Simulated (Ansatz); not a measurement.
Abridged output of a molecular run in Ansatz:

```
Functional definition: HF
1331 factors; integrals over basis functions are off by at most 9.0e-4 eV
mean field evaluation 1: about -79390.2949 eV, gradient 5.8e1 eV
mean field evaluation 2: about -79390.4124 eV, gradient 5.8e1 eV
mean field evaluation 4: about -79395.9847 eV, gradient 1.7e0 eV
mean field evaluation 8: about -79396.0311 eV, gradient 1.6e-1 eV
mean field -79396.03115684 eV, -2917.7503284512 hartree, gradient 2.3e-6 eV, S^2 0.000000; 0 other end points of the search recorded, 0 dependent functions left out
12 core orbitals not correlated: weight in the atoms' cores, before any rotation towards them, 1.000 or more for the frozen orbitals, at most 0.000 for the correlated occupied ones
reference -79396.03115684 eV, -2917.7503284512 hartree; 25, 25 occupied and 160, 160 virtual orbitals, 1331 factors
second order -37.24491157 eV of doubles, -0.00000000 eV of singles
cycle   1  -35.98127975 eV  change     1.3e0 eV  update   1.8e-1
cycle   2  -36.85854134 eV  change   -8.8e-1 eV  update   7.9e-2
cycle   3  -37.08787810 eV  change   -2.3e-1 eV  update   3.0e-2
cycle   4  -37.06593448 eV  change    2.2e-2 eV  update   9.2e-3
cycle   5  -37.05076757 eV  change    1.5e-2 eV  update   2.8e-3
cycle   6  -37.05219605 eV  change   -1.4e-3 eV  update   9.7e-4
cycle   7  -37.05242148 eV  change   -2.3e-4 eV  update   3.1e-4
cycle   8  -37.05209213 eV  change    3.3e-4 eV  update   1.3e-4
cycle   9  -37.05213383 eV  change   -4.2e-5 eV  update   4.1e-5
cycle  10  -37.05219660 eV  change   -6.3e-5 eV  update   1.4e-5
cycle  11  -37.05216542 eV  change    3.1e-5 eV  update   4.9e-6
perturbative correction -1.34389090 eV, -0.0493870798 hartree
Total energy: -79434.42721317 eV, -2919.1613574954 hartree
```

Its atoms:

```xyz
5

F     1.5117   -1.1137   -0.4330
Zr   -0.0064   -0.0451   -0.1022
F    -0.0909    1.3165   -1.4042
F    -1.5510   -1.1183   -0.2389
Br    0.1365    0.9606    2.1784
```

(1) Which basis set was used?
A. cc-pV(Q+d)Z
B. def2-TZVPP
C. def2-QZVPP
D. cc-pV(D+d)Z

(2) Write the keys of the input that set method, charge and spin (a neutral closed shell needs none for the last two).

Results:

(1) B. It gives 197 functions.

(2) 
```yaml
correlation: {method: ccsd_t}
```
